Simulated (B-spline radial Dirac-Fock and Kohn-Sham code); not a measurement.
## 2s emission of Er

System: atomic erbium in the configuration [Xe] 4f13 6s1 (an excited configuration).

These are calculated numbers from a radial atomic solver; the model is independent-particle radiative and Coulomb Auger rates from relativistic LDA hole-state orbitals, with Dirac-Fock energies.

```csv
line,multipole,energy (eV),width (meV),share (%)
L1-L2,E1,493.5,0.156,0.0290
L1-L3,E1,1400.0,8.08,1.50
L1-M2,E1,7750.3,171,31.9
L1-M3,E1,7943.6,234,43.6
L1-M4,E2,8306.4,4.22,0.787
L1-M5,E2,8347.7,6.32,1.18
L1-N2,E1,9387.4,40.8,7.61
L1-N3,E1,9430.4,58.2,10.8
L1-N4,E2,9572.9,0.556,0.104
L1-N5,E2,9580.7,0.860,0.160
L1-O2,E1,9719.4,5.20,0.970
L1-O3,E1,9724.2,7.08,1.32
```

The listed lines hold 100.0 % of the radiative rate. The radiative width is 0.537 eV in the length form and 0.538 eV in the velocity form; the two differ because the transition energies are not eigenvalue differences of the potential that gave the orbitals.
